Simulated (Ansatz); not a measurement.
Ansatz (a first-principles code) input (CCSD(T)/def2-SVPD):

Ansatz 0.2 input:
```yaml
crystal:
  periodic: [false, false, false]
  atoms:
    - {symbol: Cu, position_ang: [-0.00000000, -0.00000000, -1.65729422]}
    - {symbol: I, position_ang: [0.00000000, 0.00000000, 0.90682137]}
basis:
  gaussian:
    orbitals: def2-SVPD
magnetization: {spin_polarized: true, initial_magnetization: 2}
correlation: {method: ccsd_t, electrons: outside_noble_gas}
output: {forces: true}
```

Output:

```
Functional definition: HF
integrals: 0.08 GiB planned
805 factors; integrals over basis functions are off by at most 4.1e-4 eV
mean field: 0.34 GiB planned
mean field evaluation 1: about -52657.6268 eV, gradient 3.6e1 eV
mean field evaluation 2: about -52657.7261 eV, gradient 3.6e1 eV
mean field evaluation 4: about -52662.5322 eV, gradient 2.8e0 eV
mean field evaluation 8: about -52662.8152 eV, gradient 7.6e-1 eV
mean field evaluation 16: about -52662.8315 eV, gradient 2.3e-5 eV
mean field evaluation 32: about -52664.6663 eV, gradient 2.7e-3 eV
mean field evaluation 64: about -52664.6612 eV, gradient 6.3e-2 eV
mean field evaluation 96: about -52660.9225 eV, gradient 1.2e1 eV
mean field evaluation 128: about -52661.2592 eV, gradient 4.5e-1 eV
mean field evaluation 160: about -52664.5538 eV, gradient 1.4e0 eV
mean field evaluation 192: about -52661.5704 eV, gradient 4.8e-3 eV
mean field evaluation 224: about -52659.0635 eV, gradient 1.3e1 eV
mean field evaluation 256: about -52664.4027 eV, gradient 1.1e-2 eV
mean field evaluation 288: about -52664.5449 eV, gradient 9.1e-2 eV
mean field evaluation 320: about -52661.3498 eV, gradient 3.1e-3 eV
mean field evaluation 352: about -52661.3499 eV, gradient 2.0e-3 eV
mean field evaluation 384: about -52661.2622 eV, gradient 5.1e-3 eV
mean field evaluation 416: about -52661.3335 eV, gradient 1.3e-3 eV
mean field evaluation 448: about -52661.0309 eV, gradient 1.5e-3 eV
mean field evaluation 480: about -52661.0440 eV, gradient 3.1e-1 eV
mean field evaluation 512: about -52661.0564 eV, gradient 1.9e-1 eV
mean field evaluation 544: about -52660.7462 eV, gradient 2.2e0 eV
mean field evaluation 576: about -52659.7165 eV, gradient 7.2e-3 eV
mean field evaluation 608: about -52662.4575 eV, gradient 8.9e-1 eV
mean field evaluation 640: about -52661.6508 eV, gradient 9.0e0 eV
mean field evaluation 672: about -52662.3901 eV, gradient 2.4e0 eV
mean field evaluation 704: about -52662.3910 eV, gradient 2.5e0 eV
mean field evaluation 736: about -52661.3016 eV, gradient 7.4e-1 eV
mean field evaluation 768: about -52664.2119 eV, gradient 6.3e-1 eV
mean field -52664.66628099 eV, -1935.3907884334 hartree, gradient 2.0e-6 eV, S^2 2.005365; 14 other end points of the search recorded, 0 dependent functions left out
determinant -52664.66628099 eV, -1935.3907884334 hartree, with singles and doubles -52673.18819511 eV, -1935.7039630011 hartree
determinant -52664.54522952 eV, -1935.3863398739 hartree, with singles and doubles -52673.02921965 eV, -1935.6981207606 hartree
determinant -52664.40258411 eV, -1935.3810977519 hartree, with singles and doubles -52672.81438271 eV, -1935.6902256487 hartree
determinant -52662.83147650 eV, -1935.3233606123 hartree, with singles and doubles -52672.81585177 eV, -1935.6902796358 hartree
determinant -52661.57039802 eV, -1935.2770168328 hartree, with singles and doubles -52670.15489995 eV, -1935.5924914597 hartree
determinant -52661.34985261 eV, -1935.2689119386 hartree, with singles and doubles -52670.05291384 eV, -1935.5887435396 hartree
determinant -52661.34984057 eV, -1935.2689114958 hartree, with singles and doubles -52670.05185317 eV, -1935.5887045607 hartree
determinant -52661.33354749 eV, -1935.2683127362 hartree, with singles and doubles -52670.04076907 eV, -1935.5882972274 hartree
determinant -52661.26224734 eV, -1935.2656925043 hartree, with singles and doubles -52669.93625956 eV, -1935.5844565738 hartree
determinant -52664.66628099 eV, -1935.3907884334 hartree, with singles and doubles -52673.24024172 eV, -1935.7058756785 hartree
determinant -52664.54522952 eV, -1935.3863398739 hartree, with singles and doubles -52673.11000401 eV, -1935.7010895310 hartree
determinant -52664.40258411 eV, -1935.3810977519 hartree, with singles and doubles -52672.81524969 eV, -1935.6902575097 hartree
determinant -52662.83147650 eV, -1935.3233606123 hartree, with singles and doubles -52672.95742237 eV, -1935.6954822592 hartree
18 core orbitals not correlated
reference -52664.66628099 eV, -1935.3907884334 hartree; 10, 8 occupied and 41, 43 virtual orbitals, 805 factors
densities: 0.30 GiB planned
second order -8.30218305 eV of doubles, -0.00000000 eV of singles
coupled cluster: 0.23 GiB planned
cycle   1  -8.57395825 eV  change    2.5e-6 eV  update   5.9e-6
cycle   2  -8.57396109 eV  change   -2.8e-6 eV  update   4.8e-6
cycle   3  -8.57396127 eV  change   -1.8e-7 eV  update   3.4e-6
cycle   4  -8.57395876 eV  change    2.5e-6 eV  update   1.3e-6
cycle   5  -8.57395902 eV  change   -2.6e-7 eV  update   6.6e-7
cycle   6  -8.57395893 eV  change    8.6e-8 eV  update   3.8e-7
cycle   7  -8.57395884 eV  change    9.1e-8 eV  update   1.6e-7
cycle   8  -8.57395894 eV  change   -9.6e-8 eV  update   8.9e-8
cycle   9  -8.57395891 eV  change    2.8e-8 eV  update   4.6e-8
perturbative correction -0.30174550 eV, -0.0110889425 hartree
the calculation of the forces begins
Total energy: -52673.54198540 eV, -1935.7169645542 hartree
Atom 0 at    -0.000000    -0.000000    -1.657294 Å, force     0.000000     0.000000     0.269682 eV/Å
Atom 1 at     0.000000     0.000000     0.906821 Å, force     0.000000    -0.000000    -0.269682 eV/Å
Dipole moment:    -0.000000    -0.000000    -0.417616 e Å
```

The spin state was set by rule; other spins were not relaxed.
